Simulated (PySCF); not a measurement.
SMILES C[Si](O)([CH2][Al]([OH])[OH])C (C₃H₁₁AlO₃Si) at its GFN2-xTB optimised geometry (Å):

```
19

Si    -0.3646     1.1193    -1.5612
C     -1.0461     2.8296    -2.0248
C     -0.6302    -0.1444    -2.9646
O      1.2335     1.3485    -1.3096
C     -1.1332     0.3441     0.0000
Al    -0.3330    -1.4750     0.0000
O     -1.2436    -2.8475    -0.0608
O      1.3278    -1.4750     0.0000
H     -0.5226     3.2248    -2.8877
H     -2.1019     2.7842    -2.2666
H     -0.9182     3.5347    -1.2114
H     -0.4209    -1.1428    -2.5673
H      0.0328     0.0227    -3.8069
H     -1.6482    -0.1484    -3.3378
H      1.6777     0.6371    -0.8487
H     -0.8769     0.9435     0.8712
H     -2.2181     0.2990    -0.0576
H     -1.8892    -3.5347    -0.1151
H      2.2181    -1.7957     0.0364
```

Method: B3LYP/def2-SVP in PySCF.

Map of the log10 of the electron density (e/bohr³), floored at −4 on the plane z = 1.5 Å:

```
|                               |
|                               |
|                               |
|                               |
|                               |
|                               |
|                               |
|                               |
|                               |
|           .::.                |
|          :-++=-.              |
|         :=*##*+:              |
|        .-+#@@%*-.             |
|        :=*%@@%*=:             |
|       .-=*#%@%*=:             |
|       .:=+*###*=-:.           |
|        :-+*##**+==-:          |
|        .-=+*#**++++=:         |
|         :=+********+-         |
|         :-++*****#*+-.        |
|         :=+***+***+=-.        |
|         :=****+++==-.         |
|         :=***+=---:.          |
|         :=+*+=-:..            |
|         .-===-:.              |
|          .:::.                |
|                               |
|                               |
|                               |
|                               |
|                               |
```
Scale: ten equal steps from -4.00 (start of ' ') to -1.59 (end of '@'), in the order ' .:-=+*#%@'; x runs from -6.00 to 6.00, y from -6.00 (bottom) to 6.00 (top).
